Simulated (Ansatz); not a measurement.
`O[Si](F)([SiH3])I`, relaxed with RKS PBE0-D4/def2-TZVP in Ansatz from a PBE-D4/def2-SVP geometry. The force threshold is 0.005 eV/Å; the program also tests the step.

Charge 0, multiplicity 1. I takes the def2 core potential.

Start:

```xyz
9

O    -0.939    1.419   -0.997
Si   -0.601   -0.147   -0.555
F    -0.302   -1.050   -1.891
Si    1.256   -0.144    0.869
I    -2.557   -1.199    0.536
H    -1.773    1.574   -1.477
H     0.905    0.628    2.108
H     1.576   -1.568    1.225
H     2.436    0.488    0.183
```

```tsv
step	energy (eV)	largest force (eV/Å)	largest move (Å)
1	-28681.4358	1.296	0.000
2	-28681.4707	0.862	0.093
3	-28681.4909	0.663	0.043
4	-28681.4986	0.511	0.011
5	-28681.5056	0.198	0.012
6	-28681.5069	0.173	0.021
7	-28681.5080	0.051	0.006
8	-28681.5082	0.013	0.005
9	-28681.5083	0.069	0.010
10	-28681.5085	0.011	0.019
11	-28681.5085	0.002	0.004
```

End:

```xyz
9

O    -0.930    1.376   -1.015
Si   -0.588   -0.150   -0.568
F    -0.302   -1.043   -1.859
Si    1.253   -0.144    0.861
I    -2.537   -1.167    0.507
H    -1.779    1.571   -1.418
H     0.893    0.623    2.080
H     1.568   -1.549    1.221
H     2.421    0.483    0.190
```

Hardware: 4 threads of an Arm Neoverse V1 on a shared host. Wall time 60 s, peak host memory 0.65 GiB.
